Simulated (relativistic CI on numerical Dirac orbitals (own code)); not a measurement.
Hyperfine structure of Ba XL, mass number 135

Calculated at this level of theory: Dirac-Coulomb-Breit CI, separate exchange-only KLI orbitals for each configuration, model QED (radiative potential, 1s self-energy scaled to tabulated hydrogen-like ionisation energies), unscaled Slater integrals (own radial code, finite nucleus).

Configuration list (outside the closed core [Ne]): 3s2 3p5, 3s 3p6, 3s2 3p4 3d, 3s 3p5 3d, 3p6 3d, 3s 3p4 3d2, 3s2 3p3 3d 4p, 3p6 4s, 3s 3p4 3d 4s, 3s2 3p4 4s, 3p6 4p, 3s2 3p4 4p, 3s2 3p3 3d2, 3s2 3p2 3d3, 3s 3p3 3d3, 3s2 3p2 3d2 4s, 3s2 3p2 3d2 4p. Double excitations out of closed p, d and f shells are left out; levels of such configurations are missing from the list, as are those of other unlisted configurations, and high levels can miss mixing partners.

Nuclear spin I = 3/2, μ = 0.8381 μN, Q = 0.153 b (tables of Stone and Pyykkö). The electronic factors are computed for point nuclear moments, without core polarisation or the Bohr-Weisskopf and QED corrections.

| Level | E (cm⁻¹) | A (GHz) | B (GHz) |
| --- | --- | --- | --- |
| 3s2 3p5 2P°_3/2 | 0 | 43.75 | -22.8 |
| 3s2 3p5 2P°_1/2 | 742643 | 290.5 |  |
| 3s2 3p4 3d 2D_3/2 | 1478288 | 23.77 | 12.9 |
| 3s2 3p4 3d 4F_9/2 | 1519231 | 24.72 | 8.41 |
| 3s2 3p4 3d 2D_5/2 | 1674718 | 11.86 | 22.4 |
| 3s 3p6 2S_1/2 | 1813559 | 547.4 |  |

Levels with J = 0, under 50 % of one LS term, or S terms without an open s electron are left out. Small factors come from cancelling terms and can be off by tens of per cent or more.

At this charge energies of transitions that change n are usually good to better than 1 %, and those within a shell (Δn = 0) to a few per cent.

Give the hyperfine levels of 3s2 3p5 2P°_1/2 relative to its centre of gravity.

With K = F(F + 1) − I(I + 1) − J(J + 1), E = AK/2: F = 1: -363.1, F = 2: 217.9 GHz.

LS names give the leading component of a level, which can be under half, so a name can repeat, a term be missing and a line seem to break the LS rules.
